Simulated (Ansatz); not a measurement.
Name a neutral molecule of C, O and H with LUMO energy (PBE0/def2-TZVPP) between -1.45 and -1.15 eV and LUMO energy (PBE/def2-TZVPP) between -2.35 and -2.05 eV (Ansatz, PBE0-D4/def2-TZVP geometry).

`C=C(CC)C(=O)O` (-1.34 eV, -2.31 eV); `O=c1cc1` (-1.19 eV, -2.28 eV); `O=C1C=CCO1` (-1.38 eV, -2.33 eV); `C=C(C)C(=O)O` (-1.30 eV, -2.27 eV); `CC(=O)C=C(C)C` (-1.31 eV, -2.28 eV); `O=c1ccocc1` (-1.19 eV, -2.09 eV). Other molecules can fit too; these were computed, each in one conformer that needn't be the lowest.
